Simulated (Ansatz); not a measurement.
Ge(CN)H3 (CH₃GeN). The state is a triplet with charge 0. Geometry r2SCAN-D4/def2-TZVP, that of the neutral singlet; atoms count from 1.

```csv
atom,x (Å),y (Å),z (Å)
Ge1,0.2091,0.3644,0.4421
C2,-0.4483,-0.7834,-0.9497
N3,-0.8457,-1.4733,-1.7875
H4,0.2531,-0.4656,1.7206
H5,-0.7671,1.5303,0.5560
H6,1.5989,0.8275,0.0186
```

At PBE0-D4/def2-TZVP a singlet of charge 0 lies 6.10 eV below the triplet at the same geometry.

Estimate the Mulliken populations from the PBE0/def2-TZVP orbitals of Ansatz.


```csv
atom,charge (e),spin (α − β)
Ge1,0.04,0.03
C2,-0.11,0.89
N3,-0.03,0.96
H4,0.03,0.07
H5,0.04,-0.01
H6,0.03,0.07
```
Mulliken values depend strongly on the basis.

Where does the spin sit?

Summed by element: Ge 0.03, C 0.89, N 0.96, H 0.13, of 2 unpaired in all. Largest on single atoms: N3 0.96, C2 0.89, H4 0.07.

And the Mayer bond orders between heavy atoms (over 0.3)?

Ge1–C2 1.04 (1.92 Å); C2–N3 2.04 (1.16 Å).
